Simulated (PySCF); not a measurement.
## How methods differ on the excitation energy of Mg

Mg [Ne] 3s2 (1S) → Mg [Ne] 3p2 (3P), as a difference of total energies. All numbers are calculated (PySCF 2.14, the non-relativistic Hamiltonian (point nucleus), in def2-TZVPPD (5s5p3d, 35 functions)). Correlated levels: valence and next inner shell: 1s2 frozen. The calculations carry no spin-orbit coupling.

| method | excitation energy (eV) | error (eV) |
| --- | --- | --- |
| UHF | 6.292 | -0.881 |
| MP2 (valence and next inner shell) | 6.921 | -0.252 |
| SCS-MP2 (valence and next inner shell) | 7.083 | -0.090 |
| CCSD (valence and next inner shell) | 7.069 | -0.104 |
| CCSD(T) (valence and next inner shell) | 7.091 | -0.082 |

Reference: 7.173 eV (measured; NIST levels, between the centres of gravity of the two terms).

Errors of the correlated levels include the incompleteness of this basis and the frozen core.
